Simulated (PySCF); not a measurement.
# Electron correlation in P⁺ (phosphorus, charge +1)

[Ne] 3s1 3p3, high-spin 5S determinant (an excited configuration). Calculation: PySCF 2.14, in aug-cc-pwCVQZ; no relativity, point nucleus. Frozen: [Ne]; 4 electrons correlated.

MP2 pair energies summed by pair of shells (mhartree):

```json
{"pair": "3p-3p", "energy": "-20.60", "share (%)": "83.7"}
{"pair": "3s-3p", "energy": "-4.01", "share (%)": "16.3"}
```

Total MP2 correlation energy: -24.60 mhartree.

Same-spin part -24.60 and opposite-spin part 0.00 mhartree; SCS-MP2 scales them by 1/3 and 6/5 to -8.20 mhartree.
